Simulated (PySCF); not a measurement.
C5H9OP.
Numbering: `[CH2:1]=[CH:2][P@@H:3](=[O:4])[CH:5]1[CH2:6][CH2:7]1` (hydrogens: H8, H9 on C1; H10 on C2; H11 on P3; H12 on C5; H13, H14 on C6; H15, H16 on C7)

Computed, not measured: PySCF 2.14.0, density-fitted response routines, TDDFT CAM-B3LYP/def2-SVPD, vertical, gas phase, core orbitals frozen in the response. Isolated species at its GFN2-xTB geometry (one conformer only). Torsions of this conformer, `[CH2:1]=[CH:2][P@@H:3](=[O:4])[CH:5]1[CH2:6][CH2:7]1`: C1–C2–P3–O4 -2°, C2–P3–C5–C6 73°.

Frontier orbitals with the atoms that hold most of them (Löwdin shares over 4%, at most four atoms; ? is withheld):

```
orbital  ε (eV)                              atoms
 HOMO-3  -10.52      C5 26%, C7 25%, C6 12%, C2 7%
 HOMO-2   -9.75       C2 36%, C1 33%, C5 5%, O4 5%
 HOMO-1   -9.34                                  ?
   HOMO   -9.16      O4 55%, P3 14%, C5 12%, C6 6%
   LUMO       ?                                  ?
 LUMO+1    1.35  C6 24%, H14 14%, H13 14%, H10 10%
 LUMO+2    1.54     C1 25%, C2 14%, P3 12%, H8 10%
```

Task: Which atoms hold the LUMO, and with what shares?

Result: C1 (bonded to C and 2 H) 37%; C2 (bonded to C, P and H) 29%; P3 (bonded to 2 C, O and H) 9%; H8 (bonded to C) 6%. By element: carbon 66% or more, phosphorus 9%, hydrogen 6% or more.

Task: Give the leading atoms of the HOMO-1.

Result: O4 (bonded to P) 62%; P3 (bonded to 2 C, O and H) 17%; C2 (bonded to C, P and H) 9%; H11 (bonded to P) 7%.

Task: What is the LUMO energy, and the HOMO–LUMO gap?

Result: ε(LUMO) = 0.41 eV; the gap is 9.56 eV (0.3514 hartree).

Task: How does S1 compare with the orbital gap of 9.56 eV?

Result: S1 is at 6.22 eV (f = 0.0031), 3.34 eV below the gap, made of HOMO-1→LUMO (60%), HOMO→LUMO (35%). Its leading pair isn't HOMO and LUMO; the energies of that pair differ by 9.74 eV. 

Next come S2 at 6.57 eV (f 0.026), HOMO→LUMO (62%), HOMO-1→LUMO (35%); S3 at 7.34 eV (f 0.011), HOMO→LUMO+2 (61%), HOMO→LUMO+7 (9%); S4 at 7.39 eV (f 0.412), HOMO-2→LUMO (85%); S5 at 7.47 eV (f 0.081), HOMO-1→LUMO+2 (63%), HOMO-1→LUMO+7 (10%).

Löwdin shares depend on the basis, the more so with diffuse functions.
